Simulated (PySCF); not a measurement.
# Exercise with solution: entropy of an ideal gas

SeHBr, SMILES [SeH]Br.

The structure is a stationary point at B3LYP-D3(BJ)/def2-TZVP.

B3LYP-D3(BJ)/def2-TZVP (PySCF) gives the harmonic wavenumbers 296, 748, 2391 cm⁻¹ and the rotational temperatures 11.2939, 0.1100, 0.1090 K. The molar mass is 159.88 g/mol, the symmetry number 1, the spin multiplicity 1.

Task: Work out the entropy at 298.15 K and 1 atm in the rigid-rotor, harmonic-oscillator model.

Result: 
Translation (Sackur–Tetrode at 1 atm): S = R[1.5 ln M + 2.5 ln T − 1.16487] = 172.0 J/(mol K).
Rotation: q = (√π/σ) T^1.5/√(θA θB θC) = 24800, S = R[ln q + 3/2] = 96.6 J/(mol K).
Vibration: with u = 1.4388 ν/T, each mode gives R[u/(e^u − 1) − ln(1 − e^−u)]:
```
ν (cm⁻¹)  modes     u  S (J/(mol K))
--------  -----  ----  -------------
296           1  1.43           6.02
748           1  3.61           1.06
```
The stiffer modes add less than 0.005 each. Sum 7.1 J/(mol K).
Spin: R ln 1 = 0.0 J/(mol K).
Total 275.7 J/(mol K); the program's own thermochemistry gives 275.7. Translation makes up 62 % and vibration 3 %. Anharmonicity, hindered rotation and orbital degeneracy are left out.
